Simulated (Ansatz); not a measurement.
Consider the isomerisation: `FCO[SiH2][SiH3]` → `C[SiH2]O[SiH2]F`.

Program: Ansatz. Geometries: PBE0-D4/def2-TZVP. ΔE: electronic, gas phase. CCSD(T)/CBS is the MP2 limit (def2-TZVPP, def2-QZVPP) plus CCSD(T) − MP2 in def2-TZVPP, frozen cores. Functionals use def2-TZVPP. B3LYP here is the variant with VWN-RPA as its local correlation; programs differ in this. One conformer a species, not always the lowest.

`FCO[SiH2][SiH3]`:

Z-matrix (Å, degrees):
```
C
O 1 1.368
F 1 1.379 2 110.6
H 1 1.098 2 112.0 3 118.7
H 1 1.092 2 108.8 3 -118.0
Si 2 1.667 1 124.2 3 -60.4
Si 6 2.349 2 111.9 1 -39.4
H 6 1.486 2 110.7 1 83.3
H 6 1.484 2 104.8 1 -159.6
H 7 1.488 6 111.0 2 -56.1
H 7 1.488 6 108.1 2 -175.3
H 7 1.487 6 111.5 2 65.1
```

`C[SiH2]O[SiH2]F`:

Cartesian coordinates in Å:
```
C -0.778 1.397 -1.091
Si -0.411 0.886 0.656
O 0.739 -0.293 0.678
Si 1.071 -1.855 0.445
F 0.640 -2.278 -1.033
H 0.119 1.781 -1.581
H -1.149 0.550 -1.673
H -1.538 2.182 -1.106
H -1.639 0.368 1.319
H 0.122 2.023 1.448
H 2.530 -2.058 0.561
H 0.294 -2.703 1.377
```

| level | ΔE (kJ/mol) | difference from CCSD(T)/CBS |
| --- | --- | --- |
| PBE-D4 | -370.7 | 51.2 |
| r2SCAN-D4 | -404.7 | 17.2 |
| PBE0-D4 | -387.5 | 34.4 |
| B3LYP-D4 | -404.2 | 17.7 |
| ωB97X-V | -398.4 | 23.5 |
| ωB97M-V | -413.3 | 8.6 |
| B2PLYP | -418.0 | 3.9 |
| PBE | -371.2 | 50.7 |
| r2SCAN | -404.8 | 17.1 |
| PBE0 | -388.0 | 33.9 |
| B3LYP | -405.0 | 16.9 |
| HF/def2-TZVPP | -430.6 | -8.7 |
| MP2/def2-TZVPP | -436.1 | -14.2 |
| SCS-MP2/def2-TZVPP | -429.6 | -7.7 |
| CCSD/def2-TZVPP | -417.3 | 4.6 |
| CCSD(T)/def2-TZVPP | -412.4 | 9.5 |
| HF/def2-QZVPP | -435.7 | -13.8 |
| MP2/def2-QZVPP | -443.3 | -21.4 |
| SCS-MP2/def2-QZVPP | -437.0 | -15.1 |
| HF/CBS(def2) | -436.4 | -14.5 |
| MP2/CBS(def2) | -445.6 | -23.7 |
| CCSD/CBS(def2) | -426.7 | -4.8 |
| CCSD(T)/CBS | -421.9 | 0 |

Largest T1 diagnostic among the species: 0.013.

From PBE to PBE0 (25 % exact exchange), in def2-TZVPP and without D4, ΔE moves by −16.8 kJ/mol.
